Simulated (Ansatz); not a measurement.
**What each rung costs, and what it gives**

The pair of HBr (SMILES Br, atoms 1–2) and F₂ (SMILES FF, atoms 3–4), both closed shells, in one local arrangement (a lower one may exist), relaxed at PBE0-D4/def2-TZVP:

```xyz
4
angstrom
Br -0.3507 0.0133 -2.3455
H 0.0768 -0.0607 -0.9926
F -0.4485 0.2168 1.9745
F 0.7224 -0.1693 1.3635
```

Interaction energies are counterpoise-corrected; the time is that of the whole pair.

Computed with Ansatz 0.2.0 (basis: as named in each row); correlated methods freeze the cores. Filled d shells of the heavier atoms are correlated. The def2 sets are not built for correlating such inner shells, so the correlated values are less sure here. B3LYP uses VWN-RPA correlation. Extrapolation: Hartree–Fock as exp(−7.88 √X), correlation as X^−2.97.

Times are rough, for one single point on 2 threads of a shared host (Arm Neoverse V2).

The estimate by CCSD(T) at an estimated basis limit (MP2 extrapolated from triple and quadruple zeta, plus CCSD(T) − MP2 in triple zeta) is -0.024 eV.

| method | basis | time (s) | interaction energy (eV) | method less estimate |
| --- | --- | --- | --- | --- |
| HF | STO-3G | under 1 | 0.011 | 0.034 |
| PBE-D4 | STO-3G | under 1 | -0.050 | -0.027 |
| SPW92 | def2-SVP | under 1 | -0.055 | -0.032 |
| PBE-D4 | def2-SVP | under 1 | -0.039 | -0.016 |
| B3LYP-D4 | 6-31G | under 1 | -0.027 | -0.003 |
| PBE0-D4 | def2-SVP | under 1 | -0.031 | -0.007 |
| CCSD(T) | def2-SVP | 1 | -0.006 | 0.017 |
| PBE-D4 | def2-TZVPPD | 1 | -0.032 | -0.009 |
| revPBE-D4 | def2-TZVPPD | 1 | -0.020 | 0.003 |
| BLYP-D4 | def2-TZVPPD | 1 | -0.019 | 0.005 |
| PBE0-D4 | def2-TZVPPD | 2 | -0.025 | -0.001 |
| B3LYP-D4 | def2-TZVPPD | 2 | -0.021 | 0.003 |
| HSE06-D4 | def2-TZVPPD | 2 | -0.026 | -0.002 |
| r2SCAN-D4 | def2-TZVPPD | 2 | -0.025 | -0.001 |
| wB97M-V | def2-SVP | 2 | -0.027 | -0.004 |
| B2PLYP | def2-TZVPPD | 3 | -0.011 | 0.013 |
| B97M-V | def2-TZVPPD | 4 | -0.025 | -0.002 |
| wB97X-V | def2-TZVPPD | 4 | -0.023 | 0.000 |
| wB97M-V | def2-TZVPPD | 4 | -0.021 | 0.002 |
| MP2 | def2-QZVPPD | 6 | -0.024 | 0.000 |
| CCSD(T) | def2-TZVPPD | 32 | -0.019 | 0.005 |

T1 diagnostic: at most 0.013. The restricted Hartree–Fock reference is unstable towards an unrestricted one at one or more of these structures.
